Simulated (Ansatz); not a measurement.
Species: H14Ge6, SMILES `[GeH3][GeH2][GeH2][GeH2][GeH2][GeH3]` (charge 0, multiplicity 1).

Q: Give a relaxed geometry from Ansatz (an electronic-structure program) with PBE0-D3(BJ)/def2-SVP.

A: This is not unique; one that fits is the end point of this relaxation, one of several conformers (outside a Z-matrix the atoms follow the SMILES, hydrogens last).
Cartesian coordinates (Å) in one orientation:
```xyz
20

Ge     3.942    -1.266    -0.293
Ge     3.073     0.753     0.729
Ge     1.071     1.520    -0.405
Ge     0.176     3.537     0.604
Ge    -1.936     4.186    -0.396
Ge    -2.775     6.240     0.583
H      5.206    -1.761     0.436
H      2.874    -2.375    -0.241
H      4.294    -0.993    -1.767
H      2.738     0.486     2.211
H      4.141     1.866     0.681
H      0.001     0.409    -0.355
H      1.391     1.793    -1.890
H     -0.033     3.301     2.115
H      1.199     4.681     0.448
H     -1.747     4.370    -1.916
H     -2.957     3.049    -0.184
H     -4.190     6.567     0.069
H     -2.825     6.102     2.116
H     -1.836     7.407     0.226
```
